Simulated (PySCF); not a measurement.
Screening by computed properties: pick the candidate that meets the target.

All species are isolated and taken at one optimised geometry, non-relativistic unless stated; the electronic structure was computed with PySCF and density fitting.

The conformers computed, where there is a choice (atom-mapped SMILES and torsion angles):
- `[CH2:1]=[C:2]([C:3]#[N:4])[CH2:5][CH2:6][SiH3:7]`: C1–C2–C5–C6 110°, C2–C5–C6–Si7 179°
- `[O:1]=[C:2]([Cl:3])[c:4]1[cH:5][cH:6][o:7][cH:8]1`: O1–C2–C4–C5 0°

The conformers of `C#C[C@@H]1CC[NH2+]C1` aren't listed.

Task: Wanted: lowest singlet excitation below 5.7 eV (TDDFT B3LYP/def2-SVPD) and static isotropic polarisability above 70 au (B3LYP/def2-SVPD), at GFN2-xTB geometries. Which candidate meets both?
A. `O=C(Cl)c1ccoc1`
B. `C=C(C#N)CC[SiH3]`
C. `n1[nH]cc(C#N)n1`
D. `C#C[C@@H]1CC[NH2+]C1`

Result: A. Computed values:
```csv
species,lowest singlet excitation,static isotropic polarisability
O=C(Cl)c1ccoc1,4.69 eV,77.3 au
n1[nH]cc(C#N)n1,5.44 eV,58.2 au
C=C(C#N)CC[SiH3],6.05 eV,92.7 au
C#C[C@@H]1CC[NH2+]C1,6.24 eV,67.9 au
```
